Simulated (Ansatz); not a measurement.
Two isomers of C2H3BO2: A = `O=C1CBO1`, B = `OBC#CO`.

Program: Ansatz. Geometries: PBE0-D4/def2-TZVP. ΔE: electronic, gas phase. CBS: MP2 limit from def2 TZ/QZ plus the TZ coupled-cluster correction, frozen cores. DFT in def2-TZVPP. B3LYP here is the variant with VWN-RPA as its local correlation; programs differ in this. One conformer a species, not always the lowest.

Question: Which isomer does CCSD(T)/CBS put lower? Give the gap. (Estimate.)

Answer: Computed: A, by 25.0 kcal/mol.

Question: Give E(B) − E(A) in kcal/mol with CCSD(T)/def2-SVP, B3LYP-D4, ωB97M-V, PBE0-D4, BLYP-D4, HF/def2-TZVPP, CCSD(T)/def2-TZVPP. (Estimate.)

Answer: Ansatz gave: CCSD(T)/def2-SVP 29.7, B3LYP-D4 24.1, ωB97M-V 27.6, PBE0-D4 29.2, BLYP-D4 22.9, HF/def2-TZVPP 24.3, CCSD(T)/def2-TZVPP 26.3. None reverses the order clearly.

Question: Does the order hold for the free energy at 298.15 K (harmonic terms from PBE0-D4)? (An estimate is asked.)

Answer: Ansatz gave: Yes: G(B) − G(A) = +23.7 kcal/mol, for one conformer each.

Largest T1 diagnostic: 0.016.

At CCSD(T), def2-SVP lies +4.8 kcal/mol from the extrapolated value and def2-TZVPP +1.3 kcal/mol. In def2-TZVPP, CCSD(T) changes the Hartree–Fock value by +2.0 kcal/mol (the triples alone add +0.4 kcal/mol) and MP2 by +1.1 kcal/mol.
